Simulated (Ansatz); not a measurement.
`N[SiH2][TeH]` and `[SeH][SiH2][TeH]` differ in one atom or group.

Ansatz, PBE0-D4/def2-TZVP geometries, multiplicity 1. Each molecule was computed in one conformer, which needn't be the lowest.

Elements past krypton have def2 core potentials. Scalar relativity is left out up to krypton. Spin–orbit coupling is left out; it splits and shifts lone-pair levels of the heavy atoms by tenths of an eV.

| property | `N[SiH2][TeH]` |
| --- | --- |
| size of the dipole moment (B3LYP/def2-TZVPP) / D | 1.68 |
| LUMO energy (PBE/def2-TZVPP) / eV | -1.20 |
| HOMO–LUMO gap (PBE/def2-TZVPP) / eV | 4.12 |
| HOMO energy (B3LYP/def2-TZVPP) / eV | -6.13 |
| HOMO–LUMO gap (PBE0/def2-TZVPP) / eV | 5.96 |
| LUMO energy (B3LYP/def2-TZVPP) / eV | -0.64 |

(1) Give the same properties after the change, and the shifts. (Estimate.)

Answers

(1) The calculation gave: 
| property | `[SeH][SiH2][TeH]` | shift |
| --- | --- | --- |
| size of the dipole moment (B3LYP/def2-TZVPP) / D | 0.85 | -0.83 |
| LUMO energy (PBE/def2-TZVPP) / eV | -1.74 | -0.54 |
| HOMO–LUMO gap (PBE/def2-TZVPP) / eV | 3.95 | -0.17 |
| HOMO energy (B3LYP/def2-TZVPP) / eV | -6.48 | -0.35 |
| HOMO–LUMO gap (PBE0/def2-TZVPP) / eV | 5.76 | -0.20 |
| LUMO energy (B3LYP/def2-TZVPP) / eV | -1.16 | -0.52 |

With PBE0 the HOMO falls by 0.35 eV and the LUMO falls by 0.54 eV, so the gap narrows by about 0.19 eV. PBE moves the HOMO by -0.37 eV and ωB97M-V by -0.34 eV. The zero-point energy changes by -46.9 kJ/mol with -3 modes. Dipoles are sizes alone; their direction can turn.

B3LYP here is the variant with VWN-RPA as its local correlation; programs differ in this.
